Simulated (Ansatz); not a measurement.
## Worked example: the enthalpy of BClF2 + AlClF2 → BF3 + AlCl2F

Species: BClF2 (chlorodifluoroborane) `FB(F)Cl`, singlet; AlClF2 `[F][Al]([F])[Cl]`, singlet; BF3 `FB(F)F`, singlet; AlCl2F `[F][Al]([Cl])[Cl]`, singlet. The partners trade Cl for F: B–Cl and Al–F bonds give way to B–F and Al–Cl.

Shapes, held fixed at every level: PBE0-D4/def2-TZVP. Programs: Ansatz 0.2.0. The zero-point and thermal terms to 298 K, harmonic and unscaled (PBE0-D4/def2-TZVP), stand in the table.

At PBE0/STO-3G; 1 Eh = 2625.50 kJ/mol:

| species | energy (Eh) | H(298 K) − E (kJ/mol) | tabulated ΔfH (kJ/mol) |
| --- | --- | --- | --- |
| BClF2 | -676.361639 | 41.0 | -885.3 |
| AlClF2 | -891.242939 | 32.7 | -999.1 |
| BF3 | -319.624195 | 44.6 | -1135.6 |
| AlCl2F | -1248.032841 | 30.9 | -790.8 |

Q: Work out the reaction enthalpy at 298 K from the calculation and from the table of heats.

A: 
1. Electronic: (-319.624195) + (-1248.032841) − [(-676.361639) + (-891.242939)] = -0.052458 Eh = -137.7 kJ/mol.
2. Zero-point and thermal: (44.6) + (30.9) − [(41.0) + (32.7)] = +1.8 kJ/mol.
3. Computed ΔH = -135.9 kJ/mol.
4. From the heats of formation (NIST-JANAF tables): (-1135.6) + (-790.8) − [(-885.3) + (-999.1)] = -42.0 kJ/mol.
5. Computed less tabulated: -93.9 kJ/mol. Tabulated heats carry uncertainties of their own. The tabulated values of BClF2, AlCl2F are in doubt (older tables, estimates, or at odds with other calculations) and kept here.
